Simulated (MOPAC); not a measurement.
MOPAC input (PM3):

```
PM3 1SCF UHF MS=0.5 GEO-OK AUX(PRECISION=9) THREADS=1
H7N2Si2

N     0.65344700 1    1.98905200 1   -0.47364600 1
Si    0.96989100 1    0.35039300 1   -0.89829500 1
Si   -0.21275900 1   -0.90175000 1    0.75931700 1
N    -1.92263100 1   -0.68297900 1    0.77340000 1
H    -0.20111600 1    2.37937000 1   -0.87334000 1
H     2.42023900 1    0.06815400 1   -0.76896700 1
H     0.50688900 1   -0.09778800 1   -2.24408700 1
H     0.32155200 1   -0.52163100 1    2.08625200 1
H     0.05705800 1   -2.33566100 1    0.48183700 1
H    -2.32358000 1    0.17767700 1    1.11183700 1
H    -2.49661100 1   -1.09363000 1    0.05388500 1
```

Output:

```
 *******************************************************************************
 **                                                                           **
 **                              MOPAC v23.2.5                                **
 **                                                                           **
 *******************************************************************************
 ** MOPAC's Digital Object Identifier: https://doi.org/10.5281/zenodo.6511958 **
 **                                                                           **
 ** Please cite the open-source release paper for use of this MOPAC version:  **
 ** J. E. Moussa and J. J. P. Stewart (2026)                                  **
 ** MOPAC: An open-source semiempirical molecular orbital program             **
 ** J. Open Source Softw., 11(119), 8025, https://doi.org/10.21105/joss.08025 **
 *******************************************************************************

                              PM3 CALCULATION RESULTS

 *******************************************************************************
 *  PM3        - The PM3 Hamiltonian to be used
 *  GEO-OK     - OVERRIDE INTERATOMIC DISTANCE AND OTHER SAFETY CHECKS
 *  UHF        - UNRESTRICTED HARTREE-FOCK CALCULATION
 *  MS=        - IN MECI, MAGNETIC COMPONENT OF SPIN =  0.5
 *  1SCF       - DO 1 SCF AND THEN STOP
 *  AUX        - OUTPUT AUXILIARY INFORMATION
 *******************************************************************************
PM3 1SCF UHF MS=0.5 GEO-OK AUX(PRECISION=9) THREADS=1
 H7N2Si2

   ATOM   CHEMICAL          X               Y               Z
  NUMBER   SYMBOL      (ANGSTROMS)     (ANGSTROMS)     (ANGSTROMS)

     1       N          0.65344700  *   1.98905200  *  -0.47364600  *
     2      Si          0.96989100  *   0.35039300  *  -0.89829500  *
     3      Si         -0.21275900  *  -0.90175000  *   0.75931700  *
     4       N         -1.92263100  *  -0.68297900  *   0.77340000  *
     5       H         -0.20111600  *   2.37937000  *  -0.87334000  *
     6       H          2.42023900  *   0.06815400  *  -0.76896700  *
     7       H          0.50688900  *  -0.09778800  *  -2.24408700  *
     8       H          0.32155200  *  -0.52163100  *   2.08625200  *
     9       H          0.05705800  *  -2.33566100  *   0.48183700  *
    10       H         -2.32358000  *   0.17767700  *   1.11183700  *
    11       H         -2.49661100  *  -1.09363000  *   0.05388500  *

          CARTESIAN COORDINATES

    NO.       ATOM           X           Y           Z

     1         N          0.6534      1.9891     -0.4736
     2        Si          0.9699      0.3504     -0.8983
     3        Si         -0.2128     -0.9018      0.7593
     4         N         -1.9226     -0.6830      0.7734
     5         H         -0.2011      2.3794     -0.8733
     6         H          2.4202      0.0682     -0.7690
     7         H          0.5069     -0.0978     -2.2441
     8         H          0.3216     -0.5216      2.0863
     9         H          0.0571     -2.3357      0.4818
    10         H         -2.3236      0.1777      1.1118
    11         H         -2.4966     -1.0936      0.0539

  H: (PM3): J. J. P. STEWART, J. COMP. CHEM. 10, 209 (1989).
  N: (PM3): J. J. P. STEWART, J. COMP. CHEM. 10, 209 (1989).
 Si: (PM3): J. J. P. STEWART, J. COMP. CHEM. 10, 209 (1989).

           Empirical Formula: H7 N2 Si2  =    11 atoms

      MOLECULAR POINT GROUP   :   C1

          UHF CALCULATION, NO. OF ALPHA ELECTRONS =   13
                           NO. OF BETA  ELECTRONS =   12

 -------------------------------------------------------------------------------
 PM3 1SCF UHF MS=0.5 GEO-OK AUX(PRECISION=9) THREADS=1
 H7N2Si2

     1SCF WAS SPECIFIED, SO BFGS WAS NOT USED
     SCF FIELD WAS ACHIEVED

                              PM3 CALCULATION
                                                       MOPAC v23.2.5 Linux

          FINAL HEAT OF FORMATION =         15.40197 KCAL/MOL =      64.44183 KJ/MOL

          COSMO AREA              =        137.05 SQUARE ANGSTROMS
          COSMO VOLUME            =        132.30 CUBIC ANGSTROMS

          IONIZATION POTENTIAL    =          8.092946 EV
          ALPHA SOMO LUMO (EV)    =         -8.093 -1.078
          BETA  SOMO LUMO (EV)    =         -8.560 -1.300
          NO. OF ALPHA ELECTRONS  =         13
          NO. OF BETA  ELECTRONS  =         12
          MOLECULAR WEIGHT        =         91.2397         POINT GROUP:  C1

          MOLECULAR DIMENSIONS (Angstroms)

            Atom       Atom       Distance
            H    11    H     6     5.11881
            H     9    H     5     4.80136
            H     7    H     8     4.00159

          SCF CALCULATIONS        =          1

   ATOM   CHEMICAL          X               Y               Z
  NUMBER   SYMBOL      (ANGSTROMS)     (ANGSTROMS)     (ANGSTROMS)

     1       N          0.65344700  *   1.98905200  *  -0.47364600  *
     2      Si          0.96989100  *   0.35039300  *  -0.89829500  *
     3      Si         -0.21275900  *  -0.90175000  *   0.75931700  *
     4       N         -1.92263100  *  -0.68297900  *   0.77340000  *
     5       H         -0.20111600  *   2.37937000  *  -0.87334000  *
     6       H          2.42023900  *   0.06815400  *  -0.76896700  *
     7       H          0.50688900  *  -0.09778800  *  -2.24408700  *
     8       H          0.32155200  *  -0.52163100  *   2.08625200  *
     9       H          0.05705800  *  -2.33566100  *   0.48183700  *
    10       H         -2.32358000  *   0.17767700  *   1.11183700  *
    11       H         -2.49661100  *  -1.09363000  *   0.05388500  *

                             CARTESIAN COORDINATES

   1    N        0.653447000     1.989052000    -0.473646000
   2   Si        0.969891000     0.350393000    -0.898295000
   3   Si       -0.212759000    -0.901750000     0.759317000
   4    N       -1.922631000    -0.682979000     0.773400000
   5    H       -0.201116000     2.379370000    -0.873340000
   6    H        2.420239000     0.068154000    -0.768967000
   7    H        0.506889000    -0.097788000    -2.244087000
   8    H        0.321552000    -0.521631000     2.086252000
   9    H        0.057058000    -2.335661000     0.481837000
  10    H       -2.323580000     0.177677000     1.111837000
  11    H       -2.496611000    -1.093630000     0.053885000

           Empirical Formula: H7 N2 Si2  =    11 atoms

      MOLECULAR POINT GROUP   :   C1

          ALPHA EIGENVALUES
 -28.35444 -25.23733 -16.27265 -16.01762 -15.46292 -14.06932 -13.19873 -12.33473
 -11.51038 -11.34128 -10.42696  -9.82937  -8.09295  -1.07846   0.47506   1.04240
   1.27955   1.68195   2.07077   2.27733   4.31439   4.71703   5.36100

           BETA EIGENVALUES
 -28.32529 -24.58158 -16.19384 -15.98671 -15.34845 -13.84832 -13.12774 -11.67692
 -11.32611 -11.00519  -9.36633  -8.56024  -1.29960   0.38111   0.59919   1.37140
   1.46421   1.96745   2.20147   2.31730   4.33033   4.91968   5.37037

              NET ATOMIC CHARGES AND DIPOLE CONTRIBUTIONS

  ATOM NO.   TYPE          CHARGE      No. of ELECS.   s-Pop       p-Pop
    1          N          -0.275353        5.2754     1.64721     3.62814
    2         Si           0.326611        3.6734     1.01446     2.65893
    3         Si           0.421650        3.5783     1.00528     2.57307
    4          N          -0.167707        5.1677     1.36467     3.80304
    5          H           0.067042        0.9330     0.93296
    6          H          -0.103454        1.1035     1.10345
    7          H          -0.142667        1.1427     1.14267
    8          H          -0.103890        1.1039     1.10389
    9          H          -0.112175        1.1122     1.11218
   10          H           0.045549        0.9545     0.95445
   11          H           0.044394        0.9556     0.95561
 DIPOLE           X         Y         Z       TOTAL
 POINT-CHG.    -1.072    -1.233     0.725     1.787
 HYBRID        -0.990     0.344    -1.570     1.888
 SUM           -2.062    -0.889    -0.845     2.399

          ATOMIC ORBITAL ELECTRON POPULATIONS

     Atom    s        px        py        pz
    1  N   1.64721   1.17247   1.20239   1.25328
    2 Si   1.01446   0.92227   0.82170   0.91496
    3 Si   1.00528   0.77307   0.89373   0.90627
    4  N   1.36467   1.07095   1.28445   1.44765
    5  H   0.93296
    6  H   1.10345
    7  H   1.14267
    8  H   1.10389
    9  H   1.11218
   10  H   0.95445
   11  H   0.95561

                    (SZ)    =    0.500000
                    (S**2)  =    0.792480

          ATOMIC ORBITAL SPIN POPULATIONS

    Atom   Total    s     px     py     pz
         Atomic
    1  N  0.9683  0.014  0.276  0.162  0.516
    2 Si -0.2761 -0.047 -0.064 -0.074 -0.091
    3 Si  0.1968  0.036  0.039  0.045  0.076
    4  N  0.0574 -0.004  0.013  0.017  0.032
    5  H -0.0275 -0.028
    6  H  0.0426  0.043
    7  H  0.0408  0.041
    8  H -0.0047 -0.005
    9  H  0.0068  0.007
   10  H -0.0022 -0.002
   11  H -0.0022 -0.002

 **********************
 *                    *
 * JOB ENDED NORMALLY *
 *                    *
 **********************

 == MOPAC DONE ==
```

The geometry given is a B3LYP-D3(BJ)/def2-TZVP minimum.
